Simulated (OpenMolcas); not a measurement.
Tc5+ among 6 point charges of -1.7 e arranged as a trigonal prism (D3h), with a polar angle of 53.0° against the regular 49.1°.

```
Program             : OpenMolcas
Method              : SS-CASPT2, IPEA 0.25 Eh, imaginary shift 0.1 Eh (closed shells correlated: 4s 4p)
Basis               : ANO-RCC-VTZP [7s6p4d2f1g]
Scalar Hamiltonian  : DKH2, point nucleus
Active space        : 2 electrons in 5 orbitals (4d)
State averaging     : 2S+1 = 3 even, 10 roots; 2S+1 = 1 even, 15 roots
Spin-orbit coupling : state interaction with AMFI integrals over the reference wave functions
```

All point charges move together. At R = 1.77 Å the first state of the same spin is 6360 cm-1, and at R = 1.92 Å it is 4180 cm-1.

Question: A third run gives 8710 cm-1. What distance was it run at?

Answer: With a power law R^-n the two known points give n = -ln(4180 / 6360) / ln(1.92 / 1.77) = 5.16. Then R = 1.77 × (6360 / 8710)^(1/5.16) = 1.665 Å. The run was at 1.66 Å, so the estimate is off by +0.005 Å.

Roots that are degenerate in the reference are averaged as groups; the widest CASPT2 spread within a group is 130 cm-1 (the 2-fold group of multiplicity 3 near 0 cm-1 above the lowest state of its run, R = 1.66). Shifts and gaps below about the spread of the groups concerned are not significant. An orbital doublet at a regular site is open to a Jahn-Teller distortion, which this geometry leaves out. Free-ion shares, where given, are those of the reference states; single-state CASPT2 does not remix them. This is an electrostatic model: the charges have no orbitals. An unlabelled pair can be two single states that coincide in this model. No measured value stands beside these numbers.
